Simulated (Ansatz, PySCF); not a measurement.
Ga(OH)(PH2)2 (GaH₅OP₂), SMILES [OH][Ga]([PH2])[PH2].

Coordinates come from a B3LYP-D3(BJ)/def2-SVP optimisation. The structure was generated by enumeration; whether it is a known compound was not checked. The values are those of a single conformer.

Vertical ionisation energy (IE) and electron affinity (EA) in eV. Rows of orbital energies are one-electron estimates. Where ΔSCF, EOM or ADC give a negative EA the extra electron is unbound and the value depends on the basis.

```
level                                                                       IE     EA
------------------------------------------------------------------------  ----  -----
−ε(HOMO), −ε(LUMO), B3LYP/def2-TZVP (PySCF)                                  …      …
−ε(HOMO), −ε(LUMO), PBE/def2-TZVP (PySCF)                                 6.06   1.87
ΔSCF, CAM-B3LYP/def2-SVPD (Ansatz), final states of multiplicity 2 and 2  9.05  -0.35
ΔSCF, PBE/def2-SVPD (Ansatz), final states of multiplicity 2 and 2        8.69  -0.25
```

Question: Complete the blanks. (Estimate from the structure and the level; the computed values follow.)

Answer: 
- −ε(HOMO), −ε(LUMO), B3LYP/def2-TZVP (PySCF), IE: 6.84
- −ε(HOMO), −ε(LUMO), B3LYP/def2-TZVP (PySCF), EA: 1.36

Question: What vertical singlet–triplet gap does ΔSCF give with CAM-B3LYP/def2-SVPD (Ansatz, a first-principles code) and with PBE/def2-SVPD (Ansatz)? (The exact figures need the calculation; the answer reports its results.)

Answer: 4.36 and 3.97 eV (triplet above singlet where positive).
